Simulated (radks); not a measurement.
The mean radii <r> (bohr) of the occupied orbitals of an atom or ion are listed with their occupations. Calculated with a radial shooting solver on a logarithmic mesh with Libxc functionals: scalar-relativistic Kohn-Sham, PBE, spin-polarised, spherical densities, point nucleus.

orbital  occ.      <r>
1s up       1  0.02611
1s down     1  0.02611
2s up       1   0.1121
2s down     1   0.1121
2p up       3  0.09821
2p down     3  0.09821
3s up       1   0.2990
3s down     1   0.2990
3p up       3   0.2970
3p down     3   0.2970
3d up       5   0.2735
3d down     5   0.2735
4s up       1   0.6944
4s down     1   0.6944
4p up       3   0.7390
4p down     3   0.7386
4d up       5   0.8351
4d down     5   0.8326
5s up       1    1.674
5s down     1    1.670
5p up       3    1.915
5p down     1    1.923
7f up       1    15.40

Name the element and its charge. Open shells, if any, are filled with parallel spins first.

Answer. Z = 55, caesium, charge +2: Cs2+ in [Kr] 4d10 5s2 5p4 7f1. The 1s radius gives Z: for a bare nucleus <r> = (2 gamma + 1)/(2Z) with gamma = sqrt(1 - (Z/c)^2), 0.02574 bohr for Z = 55, and screening makes it slightly larger (0.02611 here). The occupations add up to 53, and the charge is Z minus that.
